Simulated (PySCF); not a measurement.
The numbers below are computed, except where a source is named.
## C2H9Si2

The system: C2H9Si2, a small molecule (built as: Si site whose three back bonds go to SiH3, CH3, H; end group CH2); neutral, doublet. The structure, one conformer, was relaxed in the gas phase by PBE0-D3(BJ)/def2-SVP. No frequency run checks that it is a minimum.

SMILES: [CH2][SiH](C)[SiH3]

```xyz
13

Si    0.315   -0.521    0.177
Si   -0.772    0.087   -1.825
C     1.350    0.932    0.783
C    -0.979   -0.999    1.406
H     1.188   -1.703   -0.122
H    -1.674    1.256   -1.572
H    -1.604   -1.038   -2.358
H     0.214    0.484   -2.882
H     2.102    1.221    0.033
H     0.708    1.806    0.975
H     1.873    0.677    1.717
H    -1.390   -2.012    1.471
H    -1.461   -0.265    2.062
```
(Å; atoms numbered from 1)

EPR values by unrestricted B3LYP, IGLO-III on C Si, pcH-1 on H.

Problem. Predict g and the largest hyperfine couplings. Where does the spin sit?

Solution. g = 2.0021, 2.0027, 2.0030. The spin sits on C4 (102 %, bonded to 1 Si + 2 H) by Mulliken populations.
| atom | isotope | isotropic (MHz) | dipolar, principal values (MHz) |
| --- | --- | --- | --- |
| C4 | 13C | 75.2 | -72.5, -72.2, 144.7 |
| Si2 | 29Si | -81.1 | -14.6, 6.7, 7.9 |
| H12 | 1H | -56.1 | -35.1, -0.8, 35.9 |
| H13 | 1H | -55.8 | -35.2, -0.7, 35.9 |
| Si1 | 29Si | 48.5 | -2.6, 0.7, 1.9 |
| H5 | 1H | 29.5 | -2.8, -2.4, 5.2 |

Problem. How do the isotropic couplings move with BHandHLYP?

Solution. C4 75.2 to 97.4 MHz, Si2 -81.1 to -75.2 MHz, H12 -56.1 to -66.0 MHz, H13 -55.8 to -65.6 MHz.
